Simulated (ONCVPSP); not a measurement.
# Varying the ONCV potential for Mg (Z = 12)

Base potential:

ONCVPSP 4.0.1 input, shortened (lines: element, Z, core and valence counts, functional; n l f; lmax; l rc ep ncon nbas qcut; lloc lpopt rc5 dvloc0; l nproj debl; icmod fcfact rcfact), PBE, scalar-relativistic:

```
  Mg 12.00    1    3        4      upf
    1    0    2.00
    2    0    2.00
    2    1    6.00
    3    0    2.00
    2
    0    1.40    0.00    5    9   10.70
    1    0.60    0.00    3    7   12.90
    2    1.55    0.35    4    8    6.30
    4    5    0.50    6.00
    0    2    3.20
    1    2    1.60
    2    2    2.70
    2    0.20    1.05
```

In the p channel the program set the typed energies aside and used -1.713, 0.250 Ha.

Cutoffs, loose and tight: the cutoffs (Ha) at which the residual kinetic energy of the hardest occupied pseudo-wave falls to 1 and 0.1 mHa per electron. They do not see the model core or the augmentation charge, which bear on the density cutoff. Test errors are all-electron minus pseudo excitation energies from the reference, over the configurations 2s2 2p6 3s1; 2s2 2p6 3s0; 2s2 2p6 3s1.5; 2s1 2p6 3s2. A dash means not determined; rows that change the core or the reference have their own tests.

A true bound ghost makes a file unfit for plane-wave use even where its test errors are small: the radial tests pick states by their node count and pass the ghost by.

| change | outcome | cutoff, loose | cutoff, tight | bound ghosts | GHOST(+) flags above zero | largest test error (meV) |
| --- | --- | --- | --- | --- | --- | --- |
| base | generated, projector energies reset by the program | – | – | none | d | -184 |
| core correction none | generated, projector energies reset by the program | – | – | none | d | -155 |
| local potential polynomial inside 0.50 bohr (lpopt 5, dvloc0 -2 Ha) | generated, projector energies reset by the program | – | – | d | none | -184 |
| d: rc 2.28 | generated, projector energies reset by the program | – | – | d | none | -184 |

(1) What comes out with this change to the base: p: nproj 1?

(2) What comes out with this change to the base: p: rc 0.7?

## Answers

(1) outcome: generated; bound ghosts: none; GHOST(+) flags above zero: d; largest test error (meV): -197.

(2) outcome: generated, projector energies reset by the program; cutoff, loose: 193 Ha; cutoff, tight: 448 Ha; bound ghosts: none; GHOST(+) flags above zero: d; largest test error (meV): -204.
